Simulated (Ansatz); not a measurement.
Coupled-cluster run, CH8AlNO3, SMILES `C[NH2+][Al-]([OH])([OH])[OH]`.

```yaml
crystal:
  periodic: [false, false, false]
  atoms:
    - {symbol: C, position_ang: [0.239115, -1.648039, 0.834637]}
    - {symbol: N, position_ang: [0.923475, -0.478909, 0.259809]}
    - {symbol: Al, position_ang: [-0.333433, 0.903066, -0.464249]}
    - {symbol: O, position_ang: [-1.014404, 1.446653, 1.023086]}
    - {symbol: O, position_ang: [0.797015, 1.933211, -1.257477]}
    - {symbol: O, position_ang: [-1.330176, -0.079750, -1.471218]}
    - {symbol: H, position_ang: [0.942404, -2.396480, 1.205181]}
    - {symbol: H, position_ang: [-0.398612, -2.083589, 0.066787]}
    - {symbol: H, position_ang: [-0.393871, -1.304609, 1.651813]}
    - {symbol: H, position_ang: [1.545049, -0.758268, -0.493050]}
    - {symbol: H, position_ang: [1.504017, -0.026751, 0.959816]}
    - {symbol: H, position_ang: [-1.960756, 1.496917, 1.137098]}
    - {symbol: H, position_ang: [0.867045, 2.854956, -1.019480]}
    - {symbol: H, position_ang: [-1.399768, 0.112393, -2.403952]}
basis:
  gaussian: {orbitals: def2-TZVPP}
correlation: {method: ccsd_t}
output: {orbitals: {seedname: orbitals}}
```

```sh
$ ansatz run in.yaml --threads 4 --pin off --events-out ev --progress --plain --max-ram 11315MiB
```

The program prints (abridged):

```
Functional definition: HF
1855 factors; integrals over basis functions are off by at most 7.3e-4 eV
mean field evaluation 1: about -15334.9729 eV, gradient 6.8e1 eV
mean field evaluation 2: about -15335.1688 eV, gradient 6.8e1 eV
mean field evaluation 4: about -15343.2609 eV, gradient 4.0e0 eV
mean field evaluation 8: about -15343.3446 eV, gradient 3.0e-1 eV
mean field -15343.34492942 eV, -563.8575260636 hartree, gradient 2.1e-6 eV, S^2 0.000000; 0 other end points of the search recorded, 0 dependent functions left out
10 core orbitals not correlated: weight in the atoms' cores, before any rotation towards them, 1.000 or more for the frozen orbitals, at most 0.000 for the correlated occupied ones
reference -15343.34492942 eV, -563.8575260636 hartree; 19, 19 occupied and 280, 280 virtual orbitals, 1855 factors
second order -33.02177393 eV of doubles, -0.00000000 eV of singles
cycle   1  -33.03367406 eV  change   -1.2e-2 eV  update   1.1e-1
cycle   2  -33.69965034 eV  change   -6.7e-1 eV  update   3.0e-2
cycle   3  -33.86141120 eV  change   -1.6e-1 eV  update   1.5e-2
cycle   4  -33.84619107 eV  change    1.5e-2 eV  update   3.2e-3
cycle   5  -33.84536104 eV  change    8.3e-4 eV  update   1.5e-3
cycle   6  -33.84630904 eV  change   -9.5e-4 eV  update   4.2e-4
cycle   7  -33.84611599 eV  change    1.9e-4 eV  update   1.7e-4
cycle   8  -33.84601695 eV  change    9.9e-5 eV  update   5.0e-5
cycle   9  -33.84600947 eV  change    7.5e-6 eV  update   1.9e-5
perturbative correction -1.16955223 eV, -0.0429802516 hartree
Total energy: -15378.36049112 eV, -565.1443242216 hartree
```

Hardware: 4 threads of an Intel Xeon Platinum 8488C on a shared host. Wall time 11 min, peak host memory 4.7 GiB.

Correlation energy per correlated electron: -0.921 eV. T1 diagnostic: 0.0108.
